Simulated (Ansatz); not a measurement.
## Group exchange: C3H9GeN + BH(OH)2 → C2H7GeN + CH5BO2

Gas-phase species: C3H9GeN `C[CH](C)[Ge][NH2]`, singlet; BH(OH)2, singlet; C2H7GeN `C[CH2][Ge][NH2]`, singlet; CH5BO2 `COBO`, singlet. The partners trade CH3 for H: C–CH3 and O–H bonds give way to C–H and O–CH3.

Shapes, held fixed at every level: PBE0-D4/def2-TZVP. Flexible molecules stand in one conformer, not always the lowest. Programs: Ansatz 0.2.0. The zero-point and thermal change to 298 K, harmonic and unscaled (PBE0-D4/def2-TZVP), is +0.3 kJ/mol.

Task: Estimate ΔH(298 K) of this reaction.

Result: The highest level, CCSD(T)/def2-TZVPP, gives ΔH(298 K) = +46.6 kJ/mol; the levels span +38.9 to +53.6. The column of differences is taken from that level and isn't an error. No measured value is set beside it here. Relativity is left out for Ge. Outer-core shells of Ge are correlated, in sets that cover them unevenly.

| level | kind | ΔH(298 K) (kJ/mol) | less CCSD(T)/def2-TZVPP |
| --- | --- | --- | --- |
| SPW92/def2-TZVPP | LDA | +46.5 | -0.1 |
| B3LYP-D4/def2-TZVPP | global hybrid | +39.7 | -6.9 |
| PBE0-D4/def2-TZVPP | global hybrid | +44.9 | -1.7 |
| wB97X-V/def2-TZVPP | range-separated hybrid | +40.3 | -6.3 |
| B2PLYP/def2-TZVPP | double hybrid | +38.9 | -7.7 |
| MP2/def2-SVP | perturbation theory | +49.1 | +2.5 |
| MP2/def2-TZVPP | perturbation theory | +53.6 | +7.0 |
| CCSD(T)/def2-TZVPP | coupled cluster or CI | +46.6 | 0.0 |
